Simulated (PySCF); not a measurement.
Species: Me2PhSiSBu, C₁₂H₂₀SSi.
Atom-mapped SMILES: `[CH3:1][CH2:2][CH2:3][CH2:4][S:5][Si:6]([CH3:7])([CH3:8])[c:9]1[cH:10][cH:11][cH:12][cH:13][cH:14]1`

NICS = −σ at a ghost point: NICS(0) at the centroid of the ring atoms, NICS(1) 1 Å to either side along the normal of their mean plane, zz for the tensor component along that normal. Level: GIAO CAM-B3LYP/pcSseg-1 (PySCF, non-relativistic, gas phase) on the PBE0-D3(BJ)/def2-SVP geometry, one conformer.

Ring bond lengths (Å): C9–C10 1.404, C10–C11 1.393, C11–C12 1.395, C12–C13 1.394, C13–C14 1.395, C14–C9 1.403.

Question: Give the NICS values of each ring in ppm.

Answer: 
| ring | type | NICS(0) | NICS(1), two faces | NICS(1)zz, two faces | rms pucker (Å) | centre to ring atoms, mean (Å) |
| --- | --- | --- | --- | --- | --- | --- |
| C9–C10–C11–C12–C13–C14 | 6-membered carbocycle; formal bonds all aromatic | -8.0 | -11.5 / -11.3 | -28.3 / -28.1 | 0.00 | 1.40 |

Question: What do they say, and how far can they be read as aromaticity?

Answer: 
- C9–C10–C11–C12–C13–C14: mean NICS(1)zz -28.2 ppm, shielded. The ring is flat and has no four-coordinate atom; by the NICS criterion it is aromatic.

Question: What does the geometric index give? HOMA = 1 − mean of α(R − Ropt)² over the ring bonds, with Krygowski's 1993 parameters (CC: Ropt 1.388 Å, α 257.7 Å⁻²).

Answer: 
- C9–C10–C11–C12–C13–C14: HOMA 0.97 = 1 − EN − GEO, with mean bond length 1.397 Å, EN = α(Ropt − mean)² = 0.022 and GEO = α × variance = 0.005. The geometric and the magnetic index point the same way.

Question: What is the mean of the two in-plane components of NICS at the second NICS(1) probe listed for ring C9–C10–C11–C12–C13–C14, 1 Å off the ring?

Answer: The isotropic value is a third of the trace: (3 × -11.3 − (-28.1))/2 = -2.9 ppm.

Question: Give the inner angles of the rings.

Answer: 
- C9–C10–C11–C12–C13–C14: C9 118.1°, C10 121.1°, C11 120.0°, C12 119.8°, C13 120.0°, C14 121.1°; sum 720.0° against 720° for a flat convex ring.

Question: What are the shieldings of the ring atoms and their hydrogens in the same run (means over atoms taken as equivalent)?

Answer: 
| atoms | environment | σ isotropic (ppm) | principal values of the symmetric part, first atom (ppm) |
| --- | --- | --- | --- |
| C9 | substituted aromatic carbon | 36.2 | -58.6, -19.0, 186.4 |
| C10 (×2) | aromatic CH carbon | 38.2 | -86.2, 22.5, 173.5 |
| C11 (×2) | aromatic CH carbon | 45.9 | -72.2, 35.9, 172.9 |
| C12 | aromatic CH carbon | 43.2 | -72.8, 29.2, 173.2 |
| H on C10 (×2) | aromatic hydrogen | 23.55 | 18.0, 20.7, 31.0 |
| H on C11 (×2) | aromatic hydrogen | 23.92 | 20.1, 24.1, 27.5 |
| H on C12 | aromatic hydrogen | 23.90 | 20.4, 24.8, 26.5 |

Question: How do the values depend on the level or the medium?

Answer: 
```json
{"level": "CAM-B3LYP/pcSseg-1, gas", "NICS(0), C9–C10–C11–C12–C13–C14": "-8.0", "mean NICS(1)zz, C9–C10–C11–C12–C13–C14": "-28.2"}
{"level": "PBE0/pcSseg-1, gas", "NICS(0), C9–C10–C11–C12–C13–C14": "-8.0", "mean NICS(1)zz, C9–C10–C11–C12–C13–C14": "-28.1"}
```

The geometry is the same throughout.
